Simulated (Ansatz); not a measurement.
Geometry optimisation, RKS B3LYP/def2-SVP in Ansatz.

Input file:

```yaml
crystal:
  periodic: [false, false, false]
  atoms:
    - { symbol: Ge, position_ang: [0.282043, 0.04091, -0.126669] }
    - { symbol: H, position_ang: [0.100318, -0.083306, 1.406307] }
    - { symbol: H, position_ang: [1.801342, 0.000786, -0.412144] }
    - { symbol: H, position_ang: [-0.293257, 1.36943, -0.631279] }
    - { symbol: H, position_ang: [-0.374927, -1.163064, -0.822382] }
    - { symbol: O, position_ang: [-2.482, 0.061716, 0.976779] }
    - { symbol: H, position_ang: [-2.750099, -0.861243, 0.863826] }
    - { symbol: H, position_ang: [-1.749421, 0.00507, 1.632062] }
basis:
  gaussian: { orbitals: def2-SVP }
hamiltonian:
  xc: b3lyp
relax:
  f_tol: 0.03
  max_steps: 50
output:
  orbitals: {}
```

Command:

```bash
$ ansatz run input.yaml --threads 1 --pin off --max-ram 2048MiB --backend cpu --events-out ev --progress --plain --runs-dir out
```

**Question.** Where does it end, and by what steps?

**Answer.** The forces met the threshold. The force dipped under the threshold on the way, but the program's further checks kept it going. After 8 steps the energy has fallen by 0.076 eV; H8 moved furthest, 0.60 Å.

```json
{"step": "0", "energy less start (eV)": "0.0000", "largest force component (eV/Å)": "0.743", "accepted": "yes"}
{"step": "1", "energy less start (eV)": "-0.0510", "largest force component (eV/Å)": "0.710", "accepted": "yes"}
{"step": "2", "energy less start (eV)": "-0.0401", "largest force component (eV/Å)": "0.460", "accepted": "no"}
{"step": "3", "energy less start (eV)": "-0.0641", "largest force component (eV/Å)": "0.277", "accepted": "yes"}
{"step": "4", "energy less start (eV)": "-0.0711", "largest force component (eV/Å)": "0.080", "accepted": "yes"}
{"step": "5", "energy less start (eV)": "-0.0759", "largest force component (eV/Å)": "0.044", "accepted": "yes"}
{"step": "6", "energy less start (eV)": "-0.0763", "largest force component (eV/Å)": "0.014", "accepted": "yes"}
{"step": "7", "energy less start (eV)": "-0.0764", "largest force component (eV/Å)": "0.065", "accepted": "yes"}
{"step": "8", "energy less start (eV)": "-0.0764", "largest force component (eV/Å)": "0.016", "accepted": "yes"}
```

```xyz
8
Properties=species:S:1:pos:R:3
Ge 0.409 0.029 -0.159
H 0.372 -0.141 1.373
H 1.887 -0.017 -0.609
H -0.201 1.378 -0.563
H -0.342 -1.135 -0.830
O -2.662 0.019 0.957
H -2.644 -0.946 0.885
H -2.284 0.182 1.832
```

Whether the end is a true minimum wasn't checked by a vibrational analysis.

Run time: 19 s on 1 thread of Arm Neoverse V2 (shared host), peak memory 0.17 GiB.
